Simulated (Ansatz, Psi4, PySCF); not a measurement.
System: thionyl fluoride, SOF2, charge 0, multiplicity 1. SMILES: O=S(F)F
Coordinates optimised at B3LYP-D3(BJ)/def2-TZVP (Ansatz, a first-principles code):
```xyz
4

O      1.3619    -0.1486    -0.3569
S      0.1670    -0.0077     0.4048
F     -0.6344     1.2320    -0.2285
F     -0.8731    -1.0862    -0.1739
```

Wanted: enthalpy of formation at 298 K, in kcal/mol. Terms: non-relativistic; dispersion terms only where a functional's name holds one; six Cartesian d functions in 6-31G* and its kin unless marked 5d; valence correlation only; UHF or UKS for open shells; no spin-orbit coupling. CBS(X,Y): correlation extrapolated as X^-3; Hartree-Fock from the larger set. [CCSD(T)-MP2]/basis is that difference in the basis named. First-principles rows: single points at B3LYP-D3(BJ) geometries (Ansatz), with unscaled harmonic terms from B3LYP/6-31G* at its own minima, enthalpies of formation by atomisation with measured atoms.

Coupled cluster (Ansatz) is a level with limits of its own, used here on species with T1 under 0.025 (0.045 for open shells) and stable references: RI-MP2/CBS(aug-cc-pV(T+d)Z,aug-cc-pV(Q+d)Z)+[CCSD(T)-MP2]/aug-cc-pV(T+d)Z.

Value to compare with, RI-MP2/CBS(aug-cc-pV(T+d)Z,aug-cc-pV(Q+d)Z)+[CCSD(T)-MP2]/aug-cc-pV(T+d)Z (Ansatz): -142.1 kcal/mol.

```tsv
level	program	enthalpy of formation at 298 K (kcal/mol)	difference
HF/STO-3G	Ansatz	204.9	347.0
SVWN5/6-31G*	Ansatz	-219.6	-77.5
PBE/def2-SVP	Ansatz	-144.6	-2.5
B3LYP/STO-3G	Ansatz	4.1	146.2
B3LYP/6-31G*	Ansatz	-113.7	28.4
M06-2X/6-31G* (5d)	PySCF	-115.4	26.7
wB97X-D/6-31G*	Psi4	-116.5	25.6
B3LYP-D3(BJ)/def2-TZVPD	Ansatz + dftd3	-135.8	6.3
M06-2X/def2-TZVPD	PySCF	-137.6	4.5
wB97X-V/def2-TZVPD	Ansatz	-141.9	0.2
```

Among the 7 habitual levels, HF/STO-3G lies farthest from RI-MP2/CBS(aug-cc-pV(T+d)Z,aug-cc-pV(Q+d)Z)+[CCSD(T)-MP2]/aug-cc-pV(T+d)Z (Ansatz) (347.0 kcal/mol) and PBE/def2-SVP nearest (-2.5); 5 of 7 lie above it, and their mean absolute difference is 93.4 kcal/mol, the median 28.4. One case shows no general order.

The levels are drawn from those run, B3LYP/6-31G* more often than the rest, none by its result; runs whose electronic state is in doubt are left out.
